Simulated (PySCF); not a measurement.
**What the low excited states add to the polarisability**

Compound: C₃H₈AlFN₂.
Structure used (GFN2-xTB), in Å, numbered top down from 1:
```xyz
15
C3H8AlFN2 angstrom
C     -1.0077   -1.6692   -0.7717
Al    -0.3085   -0.4821    0.6562
N     -0.9912    1.3984    0.0807
F     -0.9275   -0.3821    2.1959
C      1.7189   -0.1487    0.6073
C      1.8825    0.9275   -0.2961
N      1.8883    1.8236   -1.0203
H     -0.5800   -1.4148   -1.7448
H     -0.7562   -2.7186   -0.5981
H     -2.0943   -1.6413   -0.8890
H     -1.0973    1.9929    0.9008
H     -0.2734    1.8164   -0.5162
H     -1.8730    1.4026   -0.4255
H      2.1561    0.1235    1.5732
H      2.2588   -1.0203    0.2257
```

The calculation used PySCF 2.14.0, density-fitted response routines, TDDFT PBE0/def2-SVPD, vertical, gas phase, core orbitals frozen in the response.

Excitation energies and transition dipoles (atomic units, axes of the coordinates) of those of the lowest 8 singlets that add 0.02 au or more to the mean polarisability:

```json
{"state": "S1", "ΔE (hartree)": "0.2325", "μx": "-0.259", "μy": "-0.376", "μz": "-0.134"}
{"state": "S2", "ΔE (hartree)": "0.2531", "μx": "-0.136", "μy": "-0.044", "μz": "0.071"}
{"state": "S3", "ΔE (hartree)": "0.2594", "μx": "0.395", "μy": "0.371", "μz": "0.000"}
{"state": "S4", "ΔE (hartree)": "0.2665", "μx": "-0.008", "μy": "0.387", "μz": "0.347"}
{"state": "S5", "ΔE (hartree)": "0.2755", "μx": "0.198", "μy": "-0.206", "μz": "0.267"}
{"state": "S6", "ΔE (hartree)": "0.2881", "μx": "-0.053", "μy": "0.072", "μz": "0.162"}
{"state": "S7", "ΔE (hartree)": "0.2891", "μx": "-0.124", "μy": "-0.218", "μz": "0.104"}
{"state": "S8", "ΔE (hartree)": "0.2920", "μx": "0.197", "μy": "0.333", "μz": "-0.093"}
```

**Question.** What does each state add to αxx, αyy and αzz, and how do the sums compare with the full static tensor?

**Answer.** Each state adds 2 μα² / ΔE.

```json
{"state": "S1", "αxx (au)": "0.57", "αyy (au)": "1.22", "αzz (au)": "0.15"}
{"state": "S2", "αxx (au)": "0.15", "αyy (au)": "0.02", "αzz (au)": "0.04"}
{"state": "S3", "αxx (au)": "1.20", "αyy (au)": "1.06", "αzz (au)": "0.00"}
{"state": "S4", "αxx (au)": "0.00", "αyy (au)": "1.12", "αzz (au)": "0.90"}
{"state": "S5", "αxx (au)": "0.28", "αyy (au)": "0.31", "αzz (au)": "0.52"}
{"state": "S6", "αxx (au)": "0.02", "αyy (au)": "0.04", "αzz (au)": "0.18"}
{"state": "S7", "αxx (au)": "0.11", "αyy (au)": "0.33", "αzz (au)": "0.08"}
{"state": "S8", "αxx (au)": "0.26", "αyy (au)": "0.76", "αzz (au)": "0.06"}
{"state": "all 8 states", "αxx (au)": "2.6", "αyy (au)": "4.9", "αzz (au)": "1.9"}
{"state": "full response", "αxx (au)": "72.4", "αyy (au)": "77.9", "αzz (au)": "69.0"}
{"state": "share (%)", "αxx (au)": "4", "αyy (au)": "6", "αzz (au)": "3"}
```

The rest comes from the higher roots of the same response equations.

**Question.** Give the full tensor and its principal values.

**Answer.** In au, rows and columns x, y, z:
```
x   72.4  4.4  0.2
y    4.4 77.9 -5.1
z    0.2 -5.1 69.0
```
Principal values 65.9, 71.4 and 81.9 au; mean 73.1 au (10.83 Å³).

**Question.** By how much does the contribution of these states grow at 632.8 nm?

**Answer.** With ω = 0.0720 hartree each state's term in the mean polarisability goes from f / ΔE² to f / (ΔE² − ω²), f = (2/3) ΔE |μ|²; the sum over all 8 states goes from 3.13 to 3.39 au, a rise of 0.26 au.

One conformer stands for the species.
